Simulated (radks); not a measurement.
Isoelectronic series with 10 electrons, all held in the configuration [Ne], which need not be the ground one along the series. All-electron calculation, scalar-relativistic Kohn-Sham, LDA (Slater exchange, Perdew-Wang correlation), spin-unpolarised, spherical densities, point nucleus. Program: a radial shooting solver on a logarithmic mesh with Libxc functionals. Total energies (hartree) and mean radii <r> (bohr) (* marks an orbital that is empty in some or all of the ions):

\begin{tabular}{lrrrrr}
ion & E (hartree) & 3p* & 3s* & 2p & 2s \\ \hline
Br25+ & -2185.88975 & 0.4380 & 0.4525 & 0.1617 & 0.1861 \\
Kr26+ & -2322.83664 & 0.4227 & 0.4371 & 0.1564 & 0.1801 \\
Rb27+ & -2464.14234 & 0.4085 & 0.4227 & 0.1515 & 0.1745 \\
Sr28+ & -2609.82951 & 0.3951 & 0.4091 & 0.1469 & 0.1692 \\
Zr30+ & -2914.44299 & 0.3709 & 0.3844 & 0.1384 & 0.1595 \\
Nb31+ & -3073.41891 & 0.3598 & 0.3731 & 0.1345 & 0.1550 \\
Mo32+ & -3236.87551 & 0.3493 & 0.3623 & 0.1308 & 0.1508 \\
Tc33+ & -3404.83990 & 0.3395 & 0.3522 & 0.1273 & 0.1467 \\
Ru34+ & -3577.34013 & 0.3301 & 0.3426 & 0.1240 & 0.1429 \\
Rh35+ & -3754.40524 & 0.3213 & 0.3334 & 0.1208 & 0.1392 \\
Pd36+ & -3936.06529 & 0.3129 & 0.3247 & 0.1178 & 0.1357 \\
Ag37+ & -4122.35137 & 0.3049 & 0.3164 & 0.1150 & 0.1324 \\
Cd38+ & -4313.29568 & 0.2972 & 0.3085 & 0.1122 & 0.1292 \\
\end{tabular}
